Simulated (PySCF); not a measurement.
AlGeH₅O₃, SMILES [OH][Al]([OH])[O][GeH3].

The structure is a stationary point at ωB97X-D3(BJ)/def2-SVP. The structure was generated by enumeration; whether it is a known compound was not checked. One conformer was computed; it need not be the lowest.

Calculation: TDA-PBE/def2-SVPD run with PySCF.

Vertical excitations. 

```csv
state,energy (eV),λ (nm),f,main pairs
S1,5.54,224,0.000,HOMO−1→LUMO 98 %
S2,5.57,223,0.012,HOMO→LUMO 96 %
S3,5.72,217,0.000,HOMO−2→LUMO 100 %
S4,6.37,195,0.017,HOMO−4→LUMO 92 %
S5,6.38,194,0.056,HOMO−3→LUMO 96 %
S6,6.55,189,0.089,HOMO−5→LUMO 91 %
S7,6.76,183,0.038,HOMO→LUMO+1 96 %
S8,6.80,182,0.025,HOMO−1→LUMO+1 94 %
S9,6.88,180,0.010,HOMO−2→LUMO+1 96 %
S10,7.07,175,0.002,HOMO→LUMO+2 99 %
T1,5.33,232,0,HOMO→LUMO 100 %
T2,5.36,231,0,HOMO−1→LUMO 99 %
T3,5.53,224,0,HOMO−2→LUMO 99 %
T4,6.04,205,0,HOMO−3→LUMO 97 %
```
Triplets are in the Tamm–Dancoff approximation.
